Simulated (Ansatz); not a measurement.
Consider the atomization: `C=N[Si](O)(F)Cl` → C• + Cl• + F• + 3 H• + N• + O• + Si•.

Program: Ansatz. Geometries: PBE0-D4/def2-TZVP. ΔE: electronic, gas phase. CCSD(T)/CBS adds triple-zeta CCSD(T) − MP2 to the extrapolated MP2 energy (def2 sets, frozen cores). This one scheme is used for every species, atoms too. DFT in def2-TZVPP. B3LYP here is the variant with VWN-RPA as its local correlation; programs differ in this. HSE06 is defined as in plane-wave codes. No spin–orbit coupling; open shells (•) take unrestricted orbitals. Spin–orbit coupling would lower the free atoms: a little for C, Cl, F, O, Si. Each species was taken in one conformer, which may not be the lowest.

| level | ΔE (kcal/mol) | difference from CCSD(T)/CBS |
| --- | --- | --- |
| PBE-D4 | 902.6 | 18.2 |
| BLYP-D4 | 883.5 | -0.9 |
| B3LYP-D4 | 878.1 | -6.3 |
| HSE06-D4 | 878.8 | -5.6 |
| B2PLYP | 871.8 | -12.6 |
| BLYP | 871.2 | -13.2 |
| PBE0 | 873.2 | -11.2 |
| r2SCAN0 | 859.4 | -25.0 |
| CAM-B3LYP | 879.3 | -5.1 |
| LC-ωPBE | 876.6 | -7.8 |
| CCSD(T)/CBS | 884.4 | 0 |

What do rigid-rotor, harmonic-oscillator terms from PBE0-D4/def2-TZVP frequencies (298.15 K, 1 bar) make of the CCSD(T)/CBS value? (Estimate.)

The calculation gave: ΔZPE = -31.7 kcal/mol, ΔH = +860.6 kcal/mol, ΔS = 952 J/(mol·K), ΔG = +792.7 kcal/mol. Open shells count their whole term as degenerate.

Largest T1 diagnostic among the species: 0.012.

In def2-TZVPP, CCSD(T) changes the Hartree–Fock value by +235.7 kcal/mol (the triples alone add +17.0 kcal/mol) and MP2 by +266.4 kcal/mol; breaking electron pairs costs correlation energy, which Hartree–Fock lacks. At CCSD(T), def2-SVP lies −76.3 kcal/mol from the extrapolated value and def2-TZVPP −30.3 kcal/mol: correlation converges slowly with the basis, and small sets miss more of it in the bonded molecule than in its fragments.

For atomizations the MP2-based limit and the directly extrapolated one differ by several kJ/mol either way, and by 10 to 25 for some Ge, Se and Sn compounds, so smaller differences from it don't rank the levels.
